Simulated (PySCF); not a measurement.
## Excitation energy of Ca by level of theory

Ca [Ar] 4s2 (1S) → Ca [Ar] 3d2 (3F), as a difference of total energies. Computed with PySCF 2.14 in aug-cc-pwCVTZ-X2C (9s8p6d3f, 84 functions), with scalar relativity by spin-free X2C-1e. Correlated levels: nothing frozen. The calculations carry no spin-orbit coupling.

| method | excitation energy (eV) |
| --- | --- |
| UHF | 5.404 |
| MP2 (all electrons) | 5.740 |
| SCS-MP2 (all electrons) | 5.997 |
| CCSD (all electrons) | 5.730 |
| CCSD(T) (all electrons) | 5.743 |

Task: How much does correlation contribute at CCSD(T) (all electrons)?

Result: 5.743 − (5.404) = 0.339 eV, measured against UHF.
